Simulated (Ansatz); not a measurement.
Calculated with Ansatz (gas phase, PBE0-D4/def2-TZVP geometries, no zero-point term in ΔE). CCSD(T)/CBS is the MP2 limit (def2-TZVPP, def2-QZVPP) plus CCSD(T) − MP2 in def2-TZVPP, frozen cores. This one scheme is used for every species. Each species was taken in one conformer, which may not be the lowest.

Reaction (formal exchange of groups at the Si–S bond): `[SiH3]S[SiH2]S` + CH₃NH₂ → `NC[SiH2]S[SiH3]` + H₂S

```tsv
species	MP2/CBS(def2) energy (Eh)
`[SiH3]S[SiH2]S`	-1377.29365
CH₃NH₂	-95.71376
`NC[SiH2]S[SiH3]`	-1074.03913
H₂S	-398.94045
```

(1) Work out ΔE.

Largest T1 diagnostic among the species: 0.012.

Answers

(1) ΔE = (-1074.03913) + (-398.94045) − (-1377.29365) − (-95.71376) = 0.02783 Eh = +73.1 kJ/mol. CCSD(T)/CBS gives +68.4 kJ/mol.

In def2-TZVPP, CCSD(T) changes the Hartree–Fock value by −8.5 kJ/mol (the triples alone add −0.4 kJ/mol) and MP2 by −3.9 kJ/mol.
